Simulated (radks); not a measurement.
Values are calculated unless marked as measured or tabulated.
Sc+, configuration [Ar] 3d1 4s1.

Code: a radial shooting solver on a logarithmic mesh with Libxc functionals. Model: Dirac Kohn-Sham, PBEsol, spin-unpolarised, spherical densities, finite nucleus; open shells fill j = l - 1/2 first; Fermi nuclear charge, rms radius 3.5459 fm.

Energy parts (eV):
part                      energy
total                 -20759.494
kinetic                20939.387
electron-nucleus      -49232.831
Hartree                 8562.569
exchange-correlation   -1028.620

Orbitals (lengths in bohr, moments of r in powers of bohr; <r^-3> diverges for s and p1/2; r(max) is where P^2 peaks):
orbital  occ.  eigenvalue (eV)   r(max)   <1/r>     <r^2>  <r^-3>  small-component weight
1s1/2       2        -4398.013  0.04784   20.75  0.007187       -                5.64e-03
2s1/2       2        -480.5651   0.2839   4.302    0.1399       -                9.63e-04
2p1/2       2        -397.9540   0.2309   4.233    0.1159       -                9.43e-04
2p3/2       4        -393.3202   0.2330   4.184    0.1177   219.7                9.34e-04
3s1/2       2         -61.8686   0.9271   1.306     1.335       -                1.93e-04
3p1/2       2         -40.8818   0.9644   1.181     1.594       -                1.64e-04
3p3/2       4         -40.3706   0.9707   1.171     1.615   24.39                1.62e-04
3d3/2       1          -9.9941    1.090  0.8020     3.778   1.502                8.33e-05
3d5/2       0          -9.9611    1.093  0.7999     3.797   1.487                8.30e-05
4s1/2       1          -9.7189    2.929  0.3871     12.84       -                2.57e-05

The highest occupied level is 4s1/2 at -9.719 eV. The configuration is held as typed, so some empty levels lie below it. The density falls to 0.001 e/bohr^3 at r = 4.27 bohr. Summed over all electrons, <r^2> = 29.93 bohr^2, which gives a Langevin (diamagnetic) susceptibility term of -23.7 x 10^-6 cm^3/mol. The electron density at the nucleus is 7241 e/bohr^3. For comparison, the ionisation energy in NIST's Atomic Spectra Database is 12.800 eV (measured). In exact Kohn-Sham theory the highest level is minus the ionisation energy, but local and semilocal functionals leave it too shallow, through self-interaction and a potential that decays too fast; potentials with the right tail come closer.

Beside tabulated values, note that spin-unpolarised runs miss the spin-polarisation part of the exchange energy of open shells.
